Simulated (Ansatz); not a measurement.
Consider the formal exchange of groups at a Ge–Si bond: `[SiH3][GeH2][SiH2][GeH2][SiH2][GeH3]` + GeH₄ → `[SiH3][GeH2][SiH2][GeH2][GeH3]` + `[SiH3][GeH3]`.

Isolated molecules relaxed with PBE0-D4/def2-TZVP in Ansatz; ΔE leaves out vibrations. CCSD(T)/CBS adds triple-zeta CCSD(T) − MP2 to the extrapolated MP2 energy (def2 sets, frozen cores). Functionals use def2-TZVPP. For Ge outer-core shells are correlated without core-valence functions, which leaves a few kJ/mol of doubt a bond. Scalar relativity is left out up to krypton. One conformer a species, not always the lowest.

`[SiH3][GeH2][SiH2][GeH2][SiH2][GeH3]`:

Z-matrix (Å, degrees):
```
Si
Ge 1 2.380
H 1 1.487 2 109.8
H 1 1.486 2 109.8 3 119.7
H 1 1.486 2 110.9 3 -120.0
Si 2 2.383 1 113.5 3 -175.6
H 2 1.542 1 108.2 3 -54.1
H 2 1.542 1 109.4 3 62.3
Ge 6 2.381 2 110.7 1 -81.1
H 6 1.489 2 109.3 1 39.3
H 6 1.489 2 109.5 1 157.6
Si 9 2.380 6 109.9 2 52.5
H 9 1.541 6 109.3 2 -68.6
H 9 1.541 6 109.9 2 173.1
Ge 12 2.379 9 109.2 6 52.5
H 12 1.488 9 108.9 6 -67.3
H 12 1.489 9 110.9 6 173.6
H 15 1.539 12 109.8 9 68.7
H 15 1.539 12 110.1 9 -50.0
H 15 1.538 12 111.8 9 -170.6
```

GeH₄:

Z-matrix (Å, degrees):
```
Ge
H 1 1.534
H 1 1.534 2 109.5
H 1 1.534 2 109.5 3 -120.0
H 1 1.534 2 109.5 3 120.0
```

`[SiH3][GeH2][SiH2][GeH2][GeH3]`:

```xyz
17

Si   -1.940    1.438   -1.136
Ge   -1.726   -0.859   -0.557
Si   -0.580   -1.066    1.520
Ge    1.385    0.272    1.422
Ge    2.607   -0.210   -0.615
H    -2.648    1.604   -2.432
H    -2.699    2.155   -0.076
H    -0.588    2.047   -1.245
H    -0.911   -1.582   -1.647
H    -3.113   -1.526   -0.488
H    -1.465   -0.612    2.629
H    -0.204   -2.485    1.768
H     2.291    0.027    2.643
H     0.986    1.761    1.420
H     2.983   -1.700   -0.664
H     3.893    0.627   -0.703
H     1.728    0.108   -1.837
```

`[SiH3][GeH3]`:

Cartesian coordinates in Å:
```
Si -1.124 0.411 0.083
Ge 1.104 -0.403 -0.082
H -1.952 -0.137 -1.023
H -1.134 1.896 0.000
H -1.724 -0.001 1.380
H 1.126 -1.938 0.012
H 1.972 0.163 1.054
H 1.733 0.009 -1.423
```

CCSD(T)/CBS gives -5.8 kJ/mol.

Another level gave -6.9 kJ/mol. Which?
A. LDA (SPW92)/def2-TZVPP
B. HF/def2-TZVPP
C. ωB97M-V/def2-TZVPP
D. B2PLYP/def2-TZVPP

C. ωB97M-V -6.9, LDA (SPW92) -0.6, B2PLYP -12.2, HF/def2-TZVPP -19.3 kJ/mol.

Largest T1 diagnostic among the species: 0.013.

In def2-TZVPP, CCSD(T) changes the Hartree–Fock value by +13.2 kJ/mol (the triples alone add +2.6 kJ/mol) and MP2 by +12.6 kJ/mol. The D4 term adds +10.8 kJ/mol with B3LYP and +6.7 kJ/mol with PBE0; it sums over pairs of atoms, weighted by their polarisabilities, and B3LYP, whose exchange is more repulsive, gets the larger term. Leaving LDA and LC-ωPBE aside and taking each functional with its dispersion term where it has one, the values, not all of them listed here, spread over 13.8 kJ/mol, from B2PLYP to B97M-V. LDA lies +8.3 kJ/mol from PBE without D4.

B3LYP here is the variant with VWN-RPA as its local correlation; programs differ in this.
